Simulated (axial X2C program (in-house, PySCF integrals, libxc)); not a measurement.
Potential curves of LiAs⁻, without spin–orbit coupling

Calculated with an in-house all-electron X2C program for linear molecules (integrals from PySCF). Spin-free means the one-electron spin-free X2C Hamiltonian. Basis: As dyall-acv3z [10s10p7d5f1g], Li dyall-av3z [9s9p3d] (cores contracted in-house); Gaussian nuclei, density fitting, unrestricted open shells. Masses: As 74.922 u, Li 7.016 u.

State: M_S = 3/2, Λ = 0 (beyond evenly filled blocks: σα, π+α, π-α). Energies in eV from the fragments at the same level (As- + Li). Fits are polynomials in 1 − R0/R over 0.85 to 1.23 times the lowest point R0.

```tsv
R (Å)	PBE0
2.1837	-1.3086
2.2841	-1.4559
2.3594	-1.5216
2.4347	-1.5575
2.5100	-1.5710
2.5978	-1.5645
2.6857	-1.5405
2.7986	-1.4919
2.9367	-1.4152
3.1375	-1.2883
```

The state is a single determinant with fixed occupations, the lowest that a limited PBE0 search found. Dissociation energies refer to the lowest single-determinant-based atoms at the same level and basis. PBE0 can misorder states that lie within some tenths of an eV, so this need not be the ground state of the molecule. The nearest other spin-free determinant of the search, M_S = 1/2, Λ = 0, lies 0.03 eV up at the distance of the search. The highest occupied level of some functionals is positive through self-interaction error; at Hartree–Fock it is bound. Spin-free De lacks the spin–orbit lowering of the heavy p-block atom, a tenth of an eV or more for 4p and 5p, up to an eV for 6p and one to two eV for 7p atoms, less what an open-shell molecule gains itself.

**Question.** What are Re, ωe and De at the PBE0 level?

**Answer.** At PBE0, spin-free: Re = 2.526 Å, ωe ≈ 352 cm⁻¹, De = 1.57 eV to As- + Li; Be follows as 0.412 cm⁻¹.
